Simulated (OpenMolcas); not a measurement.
## Ar²⁺: effect of the IPEA shift

* Program: OpenMolcas 26.06
* Basis: ANO-RCC-VQZP [6s5p3d2f1g]
* Scalar Hamiltonian: DKH2, point nucleus
* Active space: 6 electrons in 4 orbitals (3s 3p)
* State averaging: 2S+1 = 3 even, 3 roots; 2S+1 = 1 even, 6 roots; 2S+1 = 3 odd, 3 roots; 2S+1 = 1 odd, 3 roots
* Spin-orbit coupling: RASSI with atomic mean-field integrals over the reference wave functions, term energies averaged over their components

Methods on the same reference wave functions:
A. CASSCF
B. SS-CASPT2, IPEA 0 Eh, imaginary shift 0.1 Eh (closed shells correlated: 2s 2p)
C. SS-CASPT2, IPEA 0.25 Eh, imaginary shift 0.1 Eh (closed shells correlated: 2s 2p)

Energies in eV above 3s² 3p⁴ ³P₂, the measured ground level; measured values from Saloman, J. Phys. Chem. Ref. Data 39, 033101 (2010).

| Level | A | B | C | Measured |
| --- | --- | --- | --- | --- |
| 3s² 3p⁴ ³P₂ | 0.0000 | 0.0000 | 0.0000 | 0.0000 |
| 3s² 3p⁴ ³P₁ | 0.1288 | 0.1294 | 0.1296 | 0.1379 |
| 3s² 3p⁴ ³P₀ | 0.1832 | 0.1844 | 0.1843 | 0.1947 |
| 3s² 3p⁴ ¹D₂ | 2.1057 | 1.806 | 1.754 | 1.7370 |
| 3s² 3p⁴ ¹S₀ | 3.9249 | 4.188 | 4.108 | 4.1244 |
| 3s 3p⁵ ³P°₂ | 17.2896 | 15.046 | 15.437 | 14.1095 |
| 3s 3p⁵ ³P°₁ | 17.4140 | 15.170 | 15.561 | 14.2331 |
| 3s 3p⁵ ³P°₀ | 17.4777 | 15.234 | 15.625 | 14.2988 |
| 3s 3p⁵ ¹P°₁ | 25.1258 | 21.370 | 21.702 | 17.8565 |

Deviations, from unrounded energies. A percentage is the sum of absolute deviations over the sum of measured energies, with the sign that they share, or ± where signs differ.

| Against measurement | Levels | A | B | C |
| --- | --- | --- | --- | --- |
| mean absolute deviation (cm-1) | 8 | 18000 | 6500 | 7900 |
| fine structure of the ground term (%) | 2 | -6.2 | -5.6 | -5.6 |
| other terms of the ground configuration (%) | 2 | ±9.7 | +2.3 | ±0.6 |
| other configurations (%) | 4 | +27.8 | +10.5 | +12.9 |

B lies closest to measurement on these levels and A furthest from it. The largest miss of B in the table is 3s 3p⁵ ¹P°₁, by +28000 cm-1. The ranking rests on the paired levels alone, and a cruder setting can come out closer through cancelling errors.

Between B and C the level of the table that moves most is 3s 3p⁵ ³P°₀, by 3200 cm-1 (lowest in B, highest in C). Moves below CASPT2's spread within the term are not significant.

From A to B the spin-free energies of the other terms of 3s² 3p⁴ shown, above ³P, scale by factors of 0.85 to 1.07.

The lowest spin-free term lies below A's lowest term by 0.235 hartree in B, 0.227 hartree in C.

CASPT2 breaks the degeneracy within a term, and the mean is taken; among the terms shown or strongly mixed into the levels shown the widest spread is 130 cm-1 (3s² 3p⁴ ¹D, C). Over all roots computed the reference weight is 0.84 to 0.95 in B, 0.87 to 0.96 in C; the roots of lowest weight are the least certain, and an intruder state may touch them. Terms of s pⁿ other than that of highest spin mix with s² pⁿ⁻² d, which this space lacks; all of them can be thousands of cm-1 off, and some have no real level of that name. Measured partners are found by configuration, term and J. A level has none where our copy of the source lacks it or the pairing is in doubt (some pairs that miss far off the trend of their configuration count as doubtful), and it then counts in no deviation. Levels of configurations outside the active space are missing.

° marks odd parity.
